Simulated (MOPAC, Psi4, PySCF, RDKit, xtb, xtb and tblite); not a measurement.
Torsional profile of SMILES C=C[SiH2][Si](C)(C)C. Scanned: dihedral C1–C2–Si3–Si4; all other coordinates were relaxed at GFN2-xTB. Points at φ and −φ are mirror images.

Geometry of the scan point at -120° (Å):
```
21

C     -3.4137     0.3320     0.0016
C     -2.5136    -0.5515    -0.3988
Si    -0.9892    -0.1603    -1.4356
Si    -1.0654    -1.3574    -3.4373
C     -2.6712    -0.9938    -4.4126
C      0.4133    -0.9142    -4.5652
C     -1.0009    -3.2446    -3.1229
H     -3.3229     1.3776    -0.2453
H     -4.2809     0.0643     0.5878
H     -2.6598    -1.5889    -0.1182
H     -0.9345     1.3001    -1.6017
H      0.1754    -0.5173    -0.6054
H     -2.7264    -1.5701    -5.3323
H     -2.7383     0.0565    -4.6811
H     -3.5510    -1.2346    -3.8224
H      0.3862    -1.4655    -5.5012
H      0.4181     0.1439    -4.8098
H      1.3586    -1.1402    -4.0806
H     -0.0990    -3.5231    -2.5852
H     -1.8490    -3.5745    -2.5297
H     -1.0143    -3.8091    -4.0515
```

Methods: GFN2-xTB (xtb and tblite); MMFF94 // GFN2-xTB (RDKit); PBE/def2-SVP // GFN2-xTB (Psi4); PBE-D3(BJ)/def2-SVP // GFN2-xTB (Psi4); AM1, restricted, heats of formation // GFN2-xTB (MOPAC); PM7, restricted, heats of formation // GFN2-xTB (MOPAC); GFN1-xTB // GFN2-xTB (xtb); RKS-B3LYP/6-31G* = restricted B3LYP/6-31G*, spherical d, density fitting // GFN2-xTB run with PySCF; RKS-LDA (SVWN5)/6-31G* = restricted LDA (SVWN5)/6-31G*, spherical d, density fitting // GFN2-xTB (PySCF 2.14.0); RHF/LANL2DZ = restricted Hartree-Fock/LANL2DZ, with its core potentials past Ne // GFN2-xTB (PySCF); RKS-B3LYP/6-311+G** = restricted B3LYP/6-311+G**, spherical d, density fitting // GFN2-xTB (PySCF 2.14.0).

Least-squares fit of E(φ) = a0 + Σ (a_n cos nφ + b_n sin nφ), n = 1 to 4, to the 24 scan points, in kJ/mol above the lowest point of each profile (levels whose profile four harmonics don't fit are not listed):

| method | a0 | a1 | b1 | a2 | b2 | a3 | b3 | a4 | b4 | rms of fit |
|---|---|---|---|---|---|---|---|---|---|---|
| GFN2-xTB | 1.24 | -1.12 | 0.00 | 1.09 | 0.00 | -0.89 | 0.00 | 0.06 | 0.00 | 0.04 |
| MMFF94 | 3.21 | 3.35 | 0.00 | 2.84 | 0.00 | -0.01 | 0.00 | -0.25 | 0.00 | 0.19 |
| PBE/def2-SVP | 3.63 | -0.18 | 0.00 | 2.26 | 0.00 | -2.60 | 0.00 | -0.25 | 0.00 | 0.25 |
| PBE-D3(BJ)/def2-SVP | 3.09 | -1.24 | 0.00 | 2.05 | 0.00 | -2.50 | 0.00 | -0.21 | 0.00 | 0.25 |
| AM1 | 2.56 | 0.63 | 0.00 | 2.46 | 0.00 | -0.54 | 0.00 | 0.06 | 0.00 | 0.10 |
| PM7 | 3.48 | 0.53 | 0.00 | 3.44 | 0.00 | -0.76 | 0.00 | -0.08 | 0.00 | 0.15 |
| GFN1-xTB | 2.52 | -1.21 | 0.00 | 0.89 | 0.00 | -2.06 | 0.00 | -0.19 | 0.00 | 0.12 |
| RKS-B3LYP/6-31G* | 3.89 | 0.31 | 0.00 | 2.39 | 0.00 | -2.68 | 0.00 | -0.18 | 0.00 | 0.23 |
| RKS-LDA (SVWN5)/6-31G* | 2.88 | -1.54 | 0.00 | 1.70 | 0.00 | -2.83 | 0.00 | -0.05 | 0.00 | 0.24 |
| RHF/LANL2DZ | 3.98 | 1.22 | 0.00 | 2.36 | 0.00 | -2.47 | 0.00 | -0.24 | 0.00 | 0.22 |
| RKS-B3LYP/6-311+G** | 4.18 | 1.04 | 0.00 | 2.40 | 0.00 | -2.77 | 0.00 | -0.27 | 0.00 | 0.24 |

MMFF94 has few fitted parameters for silicon.
